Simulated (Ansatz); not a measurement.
**Energy profile**

The step: Si₄H₁₀O ([OH][Si]([SiH3])([SiH3])[SiH3]) + HCl + H₂O → Si₃H₈O ([OH][SiH]([SiH3])[SiH3]) + SiH₄O ([OH][SiH3]) + HCl; bonds formed: Si1–H8, Si2–O9; bonds broken: Si1–Si2, H8–O9 (atoms numbered as in the saddle structure below).

```xyz
20
angstrom
Si -0.4244 -0.0015 -0.5853
Si 1.1835 -0.8264 1.2225
Si -2.1901 0.1526 0.9522
Si -0.1732 -1.9772 -1.8371
O -0.1839 1.2319 -1.6253
H 1.2943 2.3488 0.4935
Cl -0.4898 2.9255 0.7589
H 1.2477 0.5762 0.2228
O 2.0683 1.7383 0.2216
H 2.4810 -1.4150 0.8165
H 1.2492 -0.1132 2.5153
H 0.1341 -1.8828 1.2472
H -1.6788 0.3943 2.3213
H -2.8577 -1.1856 0.9384
H -3.1534 1.1787 0.4941
H -0.8011 -3.1097 -1.1100
H 1.2672 -2.2785 -2.0543
H -0.8430 -1.7843 -3.1481
H -0.3824 2.0744 -1.1432
H 2.2525 1.9535 -0.7005
```

Electronic energies by CCSD(T) at an estimated basis limit (MP2 extrapolated from triple and quadruple zeta, plus CCSD(T) − MP2 in triple zeta), on PBE0-D4/def2-TZVP structures; Si$_{4}$H$_{13}$ClO$_{2}$, closed shell; no counterpoise correction. Ansatz 0.2.0; basis: def2-TZVPP and def2-QZVPP; cores frozen in the correlated methods. Extrapolation: Hartree–Fock as exp(−7.88 √X), correlation as X^−2.97.

(1) Give the profile in eV, counted from the separated reactants. (An estimate is asked for; the value comes from the calculation.)

T1 diagnostic: at most 0.015.

## Answers

(1) By the calculation:
| point | eV |
| --- | --- |
| separated: Si$_{4}$H$_{10}$O (linked as [OH][Si]([SiH3])([SiH3])[SiH3]; Si1, Si2, Si3, Si4, O5, H10, H11, H12, H13, H14, H15, H16, H17, H18, H19; singlet) + HCl (H6, Cl7; singlet) + H$_{2}$O (H8, O9, H20; singlet) | 0.000 |
| start structure | -0.593 |
| saddle | 1.101 |
| end structure | -1.275 |
| separated: Si$_{3}$H$_{8}$O (linked as [OH][SiH]([SiH3])[SiH3]; Si1, Si3, Si4, O5, H8, H13, H14, H15, H16, H17, H18, H19; singlet) + SiH$_{4}$O (linked as [OH][SiH3]; Si2, O9, H10, H11, H12, H20; singlet) + HCl (H6, Cl7; singlet) | -0.783 |

For scale, one of the runs: CCSD(T)/def2-TZVPP, 454 basis functions, launched by `ansatz run in.yaml --threads 4 --pin off --events-out ev --progress --plain --max-ram 46080MiB --backend cuda --devices 0, --max-vram 37GiB`. Hardware: 4 CPU threads of an AMD EPYC 7R13 and a share of one NVIDIA H100, shared host. Wall time 20 s; peak host memory 1.3 GiB.
